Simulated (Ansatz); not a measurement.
```yaml
crystal:
  periodic: [false, false, false]
  atoms:
    - {symbol: F, position_ang: [-2.688946, -0.632118, -0.069762]}
    - {symbol: Si, position_ang: [-1.145097, 0.638126, -0.155165]}
    - {symbol: B, position_ang: [0.806864, 0.516463, 1.162866]}
    - {symbol: C, position_ang: [0.891668, -0.826994, -0.118371]}
    - {symbol: H, position_ang: [-1.575297, 1.805470, -1.529034]}
    - {symbol: H, position_ang: [1.862396, 1.405784, 1.705203]}
    - {symbol: H, position_ang: [2.024418, -1.173708, -0.787875]}
    - {symbol: H, position_ang: [-0.060758, -1.804524, -0.277612]}
basis:
  gaussian: {orbitals: def2-SVPD, final_grid: {core_spheres: 20, valence_spheres: 16, degree: 47}}
hamiltonian: {xc: {name: HF}}
correlation: {method: mp2, frozen_orbitals: {F: 0}}
accuracy: high
scf: {lower_state_search: full}
output: {forces: true}
```

```sh
$ ansatz run in.yaml --threads 2 --pin off --events-out ev --progress --plain --max-ram 4352MiB
```

Shortened log:

```
Functional definition: HF
Error: "frozen_orbitals" has no count for Si
```

In this input frozen orbitals are typed for one element alone, and the program wants a count for each. The input was rejected before any iteration.
